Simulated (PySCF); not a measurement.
## Ionising TlGe

MN15; basis Tl def2-SVP with ECP60, Ge def2-SVP; scalar-relativistic core potentials; PySCF 2.14. Neutral (UKS): quartet (σ ↑, π ↑↑), Re = 2.715 Å, ωe = 160 cm⁻¹, De = 2.20 eV, HOMO -5.71 eV, LUMO -1.94 eV.

TlGe⁺ (UKS): triplet (σ ↑, π ↑), Re = 3.231 Å, ωe = 82.4 cm⁻¹. The energies at the minima are -2249.20555 hartree for TlGe and -2248.95098 for TlGe⁺.

Question: Work out the adiabatic ionisation energy, without and with harmonic zero-point energies (1 hartree = 27.2114 eV, 1 eV = 8065.5 cm⁻¹), and the change of the bond length.

Answer: At MN15: 0.25457 hartree = 6.927 eV between the minima; the zero-point term (82.4 − 160.0)/2 cm⁻¹ = -0.005 eV makes it 6.922 eV. Re changes by +51.6 pm against the neutral. The electron leaves a π orbital, and the ion is left as a loose complex of an ion and an atom.

Spin–orbit coupling is left out, which matters for elements this heavy, above all for dissociation energies. States were picked by a PBE0 search and need not be the measured ground states.
